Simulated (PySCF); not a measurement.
C2H10N2OSi, SMILES C[C@@H](N)[Si@H](N)O. Atoms are numbered in the order given.

```xyz
16

C     -1.4420    -1.5135    -0.6563
C     -1.0865    -0.0804    -0.2684
N     -1.5141     0.3222     1.0886
Si     0.7613     0.3888    -0.4247
N      1.7787    -0.9623    -0.0562
O      0.8638     1.6938     0.6097
H     -1.1405    -1.7346    -1.6939
H     -2.5277    -1.7014    -0.5741
H     -0.9168    -2.2399    -0.0132
H     -1.5993     0.6130    -0.9638
H     -1.2057    -0.3773     1.7682
H     -2.5340     0.3311     1.1554
H      1.1388     0.7757    -1.8132
H      2.7081    -0.9929    -0.4651
H      1.8122    -1.3329     0.8899
H      0.0145     1.7099     1.0997
```

The structure is a stationary point at r2SCAN-D4/def2-SVP. The structure was generated by enumeration; whether it is a known compound was not checked. The values are those of a single conformer.

Computed with PySCF with PBE/def2-TZVP.

ESP charges are fitted to the potential on shells at 1.4 to 2.0 van der Waals radii. Atomic charges (e):

```csv
atom,IAO,Löwdin,ESP fit,Mulliken
C1,-0.44,-0.33,-0.71,-0.32
C2,-0.30,-0.45,0.47,-0.11
N3,-0.56,-0.15,-0.95,-0.52
Si4,1.16,0.04,0.73,…
N5,-0.85,-0.25,-1.06,…
O6,-0.80,-0.12,-0.64,-0.48
H7,0.15,0.13,0.16,…
H8,0.13,0.11,0.16,…
H9,0.14,0.12,0.17,…
H10,0.15,0.15,-0.01,…
H11,0.24,0.15,0.35,…
H12,0.25,0.15,0.35,…
H13,-0.15,-0.03,-0.15,…
H14,0.27,0.16,0.41,0.23
H15,0.26,0.15,0.39,0.22
H16,0.35,0.17,0.34,0.32
```

Question: Some entries are withheld; supply them. (Estimate from the structure and the level; the computed values follow.)

Answer: 
- Si4, Mulliken: 0.46
- N5, Mulliken: -0.58
- H7, Mulliken: 0.11
- H8, Mulliken: 0.10
- H9, Mulliken: 0.10
- H10, Mulliken: 0.10
- H11, Mulliken: 0.21
- H12, Mulliken: 0.21
- H13, Mulliken: -0.06

Computed Mayer and Wiberg (Löwdin basis) orders of the bonds:
| bond | Mayer | Wiberg |
|---|---|---|
| C1–C2 | 1.01 | 1.30 |
| C2–N3 | 0.96 | 1.38 |
| C2–Si4 | 0.94 | 0.99 |
| Si4–N5 | 1.18 | 1.53 |
| Si4–O6 | 1.27 | 1.68 |
| C1–H7 | 0.96 | 0.89 |
| C1–H8 | 0.96 | 0.90 |
| C1–H9 | 0.95 | 0.90 |
| C2–H10 | 0.93 | 0.80 |
| N3–H11 | 0.93 | 0.95 |
| N3–H12 | 0.93 | 0.95 |
| Si4–H13 | 0.93 | 0.89 |
| N5–H14 | 0.92 | 0.95 |
| N5–H15 | 0.92 | 0.96 |
| O6–H16 | 0.83 | 0.96 |
